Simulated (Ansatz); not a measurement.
The same path of CH$_{7}$ClSiSn (11 atoms, charge 0, multiplicity 1) was run twice with different band settings. The coordinate that changes most is the dihedral H6–C1–Sn2–Si3.

The calculation used RKS PBE/def2-SVP in Ansatz.

Relaxed end points:

```xyz
11
Properties=species:S:1:pos:R:3
C -1.049 1.611 0.066
Sn -0.216 -0.170 0.995
Si 1.295 -1.366 -0.740
Cl 0.154 -1.592 -2.491
H -1.890 1.994 0.674
H -0.269 2.392 -0.016
H -1.414 1.351 -0.946
H -1.496 -1.244 1.452
H 0.681 0.252 2.419
H 2.515 -0.556 -1.089
H 1.754 -2.730 -0.303
```

```xyz
11
Properties=species:S:1:pos:R:3
C -1.032 1.620 0.064
Sn -0.121 -0.108 1.022
Si 1.214 -1.422 -0.769
Cl -0.066 -1.666 -2.421
H -1.470 1.303 -0.901
H -1.827 2.034 0.712
H -0.266 2.396 -0.119
H -1.357 -1.138 1.664
H 0.905 0.391 2.329
H 2.435 -0.678 -1.243
H 1.651 -2.790 -0.318
```

Common settings: movable images 7; climbing image yes; spring 5.0 eV/Å²; start path through a guess of the saddle point; force threshold 0.05 eV/Å; iteration limit 60; end points relaxed.

| run | optimiser |
| --- | --- |
| 1 | quadratic models (default) |
| 2 | fire |

Task: What does each run give, and how far can it be trusted?

Result: Run 1: converged after 5 iterations, highest image 0.026 eV above the first end. A vibrational analysis at the climbing image gives one clearly imaginary mode, 83i cm⁻¹: a first-order saddle point.
Run 2: converged after 31 iterations, highest image 0.026 eV above the first end. Another band between the same ends (7 images) ends at a top of the same energy, where a vibrational analysis finds 1 clearly imaginary mode.
